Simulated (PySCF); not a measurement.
# A thermochemical cycle for CsSr

PBE0 in PySCF with def2-SVP on every atom (core potentials on Sr, Cs), for the lowest determinant that a PBE0 search found; no spin–orbit coupling. CsSr, a doublet (σ ↑), has De = 0.16 eV to neutral atoms, and CsSr⁺, a singlet (closed shell), has De = 0.42 eV to Cs⁺ + Sr.

At the same level the Cs atom ionises at 3.91 eV.

What is the adiabatic ionisation energy of the molecule, and does ionisation strengthen or weaken the bond?

IE = IE(Cs) + De(neutral) − De(ion) = 3.91 + 0.16 − 0.42 = 3.65 eV. De changes by +0.26 eV, so ionisation strengthens the bond.

Closed-shell solutions of metal pairs were not tested for spin polarisation, which can lower them a little. Weak bonds: CsSr, CsSr⁺. Basis-set superposition, not corrected here, can be much of De in a small basis, most of all at correlated wavefunction levels. Spin–orbit coupling is left out. For an ion De counts to the pair picked by the measured ionisation energies or electron affinities, which need not be the lowest pair at this level. States were picked by a PBE0 search and need not be the measured ground states.
